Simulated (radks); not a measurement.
Values are calculated unless marked as measured or tabulated.
Problem. Sb48+, 3 electrons, occupied as [He] 2s1. Level of theory: scalar-relativistic Kohn-Sham, PBEsol, spin-polarised, spherical densities, finite nucleus; open shells are filled with parallel spins first (spin-orbit coupling, left out, can overturn this in heavy ions); Fermi nuclear charge, rms radius 4.6802 fm (a radial shooting solver on a logarithmic mesh with Libxc functionals). Some entries of the table are withheld. Estimate them.

orbital  occ.  eigenvalue (hartree)  <r> (bohr)
1s up       1             -1291.862         (1)
1s down     1             -1291.296         (2)
2s up       1             -315.9465         (3)

Solution. 
(1) 1s up <r> (bohr): 0.02828
(2) 1s down <r> (bohr): 0.02827
(3) 2s up <r> (bohr): 0.1150
